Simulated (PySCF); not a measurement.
**Computed spin Hamiltonian**

Compound: C6H8ClSi (doublet state).
Cartesian coordinates in Å at the GFN2-xTB level; atoms count from 1:
```
atom  x, y, z in Å
C1     3.0626    0.1941    1.4718
C2     2.1189   -0.2216    0.6625
C3     1.2235   -0.6549   -0.1031
C4     0.2713   -1.0487   -0.9256
C5    -0.5202   -0.1034   -1.7373
Cl6   -0.8959   -0.8012   -3.3530
Si7   -2.1809    0.1623   -0.7869
C8    -1.8329    0.9115    0.9219
H9     3.5851   -0.4851    2.1255
H10    3.3536    1.2314    1.5068
H11   -0.0165   -2.0903   -0.9734
H12    0.0229    0.8251   -1.9119
H13   -2.9224   -1.0984   -0.7401
H14   -1.1399    0.2864    1.4829
H15   -2.7469    1.0009    1.5004
H16   -1.3898    1.9008    0.8481
```

The hyperfine couplings belong to this conformer and change with its torsions.

Identity: `C=C=C=C[C@@H](Cl)[SiH]C` [radical].

Computed, not measured: UKS B3LYP, pcH-1 on C Cl H Si, non-relativistic, mean-field spin-orbit, GIAO (PySCF). Isolated species at its GFN2-xTB geometry (one conformer only). Couplings are sensitive to structure, and on GFN2-xTB geometries they can be far from those on DFT ones, by a factor of two or more for some ions and for spin on atoms past the first row. No stability test was run, so a lower SCF solution isn't excluded.

| Quantity | Value |
| --- | --- |
| g1, g2, g3 | 2.00185, 2.00294, 2.00396 |
| g_iso | 2.00292 |
| Form of g | rhombic: the two nearest values differ by 48 % of g3 − g1 |
| ⟨S²⟩ | 0.7600 (exact 0.7500) |

Isotropic coupling and dipolar principal values T1 to T3, in mT; ρ(0) is the spin density at the nucleus (MHz turned into mT with g_iso):

```tsv
atom	isotope	a_iso	of which spin–orbit	T1	T2	T3	Mulliken spin population	ρ(0) (bohr⁻³)
C1	13C	0.35	0.00	-0.33	-0.32	0.65	0.12	0.0088
C2	13C	-0.42	0.00	-0.24	0.04	0.19	-0.06	-0.0106
C3	13C	0.43	0.00	-0.31	-0.21	0.52	0.10	0.0107
C4	13C	0.54	0.00	-0.48	0.17	0.31	-0.08	0.0135
C5	13C	0.62	0.00	-0.11	-0.09	0.21	0.00	0.0155
Cl6	35Cl	0.01	0.00	-0.07	0.02	0.05	0.00	0.0009
Si7	29Si	-16.51	0.04	-5.87	2.93	2.95	0.90	0.5219
C8	13C	0.98	0.00	-0.15	-0.13	0.28	0.00	0.0245
H9	1H	-0.29	0.00	-0.15	-0.01	0.16	-0.01	-0.0018
H10	1H	-0.29	0.00	-0.14	-0.01	0.15	-0.01	-0.0018
H11	1H	0.19	0.00	-0.10	-0.04	0.14	0.00	0.0012
H12	1H	-0.01	0.00	-0.12	-0.09	0.22	0.00	-0.0001
H13	1H	1.77	0.00	-0.32	0.03	0.30	0.01	0.0111
H14	1H	2.03	0.00	-0.13	0.00	0.13	0.03	0.0127
H15	1H	-0.04	0.00	-0.14	-0.07	0.22	0.00	-0.0002
H16	1H	0.21	0.00	-0.15	-0.09	0.24	0.00	0.0013
```

The Mulliken spin populations are largest on Si7 (+0.90), C1 (+0.12), C3 (+0.10) and C4 (-0.08). Si7 is the only atom above +0.15. The positive populations add up to 1.16 and the negative ones to -0.16, together 2S = 1. The angles at Si7 add up to 333.1°, so it is pyramidal.

Axes: g2 points within 6° of the C2–C3 bond and g3 points within 15° of the C5–Si7 bond.

Under fast tumbling the dipolar parts average out, and these isotropic splittings remain: 1 × 1H (H13, I = 1/2, 2 lines) with 1.77 mT, 3 × 1H (H14/H15/H16, I = 1/2, 4 lines) with 0.73 mT, 1 × 1H (H9, I = 1/2, 2 lines) with 0.29 mT, 1 × 1H (H10, I = 1/2, 2 lines) with 0.29 mT and 1 × 1H (H11, I = 1/2, 2 lines) with 0.19 mT.

Nuclei that the bonding pattern makes equivalent are averaged, as if the motion that swaps them (rotation, inversion, ring flip) were fast. H9 and H10 aren't averaged: C1 is flat or nearly so (angle sum 360°), and its turn about the short C1–C2 bond (1.31 Å) is taken as slow. The three 1H nuclei of mean +20.5 MHz run from -1.1 to 56.8 MHz in the frozen geometry.

The 13C coupling of C8 (27.5 MHz) shows only in satellite lines or after enrichment, since that isotope makes up about 1.07 % of natural carbon.

The 29Si coupling of Si7 (-462.8 MHz) shows only in satellite lines or after enrichment, since that isotope makes up about 4.7 % of natural silicon.

Examples of negative spin density at the nucleus (bohr⁻³): C2 (-0.0106), H9 (-0.0018) and H10 (-0.0018).
